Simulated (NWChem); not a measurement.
System: CuNH$_{4}$; SMILES [NH3]->[CuH]

Here is an NWChem input.

```
start job
memory heap 200 mb stack 900 mb global 1100 mb
geometry units angstroms noautosym nocenter noautoz
  Cu     0.000000     0.000000    -0.501870
  H      0.000000     0.000000    -1.999172
  N      0.000000     0.000000     1.477776
  H     -0.900555    -0.293931     1.859248
  H      0.195726     0.926869     1.859248
  H      0.704829    -0.632939     1.859248
end
basis spherical
  * library def2-svpd
end
dft
  xc xpbe96 cpbe96
  iterations 150
end
property
  response 1 0.0
end
task dft property
```

NWChem printed, in part:

```
             Northwest Computational Chemistry Package (NWChem) 7.3.0
             --------------------------------------------------------

                             Geometry "geometry" -> ""
                             -------------------------

 Output coordinates in angstroms (scale by  1.889725989 to convert to a.u.)

  No.       Tag          Charge          X              Y              Z
 ---- ---------------- ---------- -------------- -------------- --------------
    1 Cu                  29.0000     0.00000000     0.00000000    -0.50187000
    2 H                    1.0000     0.00000000     0.00000000    -1.99917200
    3 N                    7.0000     0.00000000     0.00000000     1.47777600
    4 H                    1.0000    -0.90055500    -0.29393100     1.85924800
    5 H                    1.0000     0.19572600     0.92686900     1.85924800
    6 H                    1.0000     0.70482900    -0.63293900     1.85924800

 Effective nuclear repulsion energy (a.u.)      95.9234887837

  pbe96 is a nonlocal functional; adding pw91lda local functional.
                              NWChem Property Module
                              ----------------------

                                 NWChem DFT Module
                                 -----------------

 Summary of "ao basis" -> "ao basis" (spherical)
 ------------------------------------------------------------------------------
       Tag                 Description            Shells   Functions and Types
 ---------------- ------------------------------  ------  ---------------------
 Cu                        def2-svpd                12       34   5s4p2d1f
 H                         def2-svpd                 4        8   2s2p
 N                         def2-svpd                 8       20   4s2p2d

            General Information
            -------------------
          SCF calculation type: DFT
          Wavefunction type:  closed shell.
          No. of atoms     :     6
          No. of electrons :    40
           Alpha electrons :    20
            Beta electrons :    20
          Charge           :     0
          Spin multiplicity:     1
          Use of symmetry is: off; symmetry adaption is: off
          Maximum number of iterations: 150
          AO basis - number of functions:    86
                     number of shells:    36
          Convergence on energy requested:  1.00D-06
          Convergence on density requested:  1.00D-05
          Convergence on gradient requested:  5.00D-04

              XC Information
              --------------
          PerdewBurkeErnzerhof Exchange Functional  1.000
            Perdew 1991 LDA Correlation Functional  1.000 local
           PerdewBurkeErnz. Correlation Functional  1.000 non-local

             Grid Information
             ----------------
          Grid used for XC integration:  medium
          Radial quadrature: Mura-Knowles
          Angular quadrature: Lebedev.
          Tag              B.-S. Rad. Rad. Pts. Rad. Cut. Ang. Pts.
          ---              ---------- --------- --------- ---------
          Cu                  1.35      112           9.0       590
          H                   0.35       45          11.0       434
          N                   0.65       49          10.0       434
          Grid pruning is: on
          Number of quadrature shells:   341
          Spatial weights used:  Erf1

      Superposition of Atomic Density Guess
      -------------------------------------

 Sum of atomic energies:       -1694.92720090

      Non-variational initial energy
      ------------------------------

 Total energy =   -1695.306339
 1-e energy   =   -2548.068049
 2-e energy   =     756.838222
 HOMO         =      -0.398680
 LUMO         =      -0.015908

[...]

 DFT Linear Response polarizability / au
 Frequency  =       0.0000000 / au
              X              Y              Z
 -----------------------------------------------
 X      46.3512065     -0.0003832     -0.0008540
 Y      -0.0003832     46.3560106     -0.0008175
 Z      -0.0008542     -0.0008176     58.6346412
 -----------------------------------------------
 Eigenvalues =      46.3511760     46.3560409     58.6346413
 Isotropic   =      50.4472861
 Anisotropic =      12.2810336
 -----------------------------------------------

 Magnetic Dipole Response Matrix (nonzero elements):

 Exiting AOResponse driver routine
```

Level: PBE/def2-SVPD. The geometry was optimised at PBE0/def2-SVP.
